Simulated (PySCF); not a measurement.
1-hydroxyboretane (C3H7BO), SMILES OB1CCC1. The structure is a stationary point at PBE0-D3(BJ)/def2-SVP. Other conformers were not sampled.

Task: Give the equilibrium geometry at PBE0-D3(BJ)/def2-SVP (PySCF confirms it by a frequency run) as Cartesian coordinates in Å. (The exact figures need the calculation; the answer reports its results.)

Result: Several could match; the one computed here: 
```xyz
12

O      1.9268     0.1218    -0.2530
B      0.6144     0.0679     0.0471
C     -0.5454     1.1259    -0.1284
C     -1.4810    -0.1175    -0.1254
C     -0.4044    -1.0794     0.4584
H      2.3710    -0.7224    -0.1176
H     -0.6893     1.7377     0.7782
H     -0.5731     1.7956    -1.0008
H     -1.7558    -0.4096    -1.1507
H     -2.4121    -0.0259     0.4563
H     -0.5032    -1.1669     1.5540
H     -0.3390    -2.0965     0.0411
```
Charge 0, spin multiplicity 1.
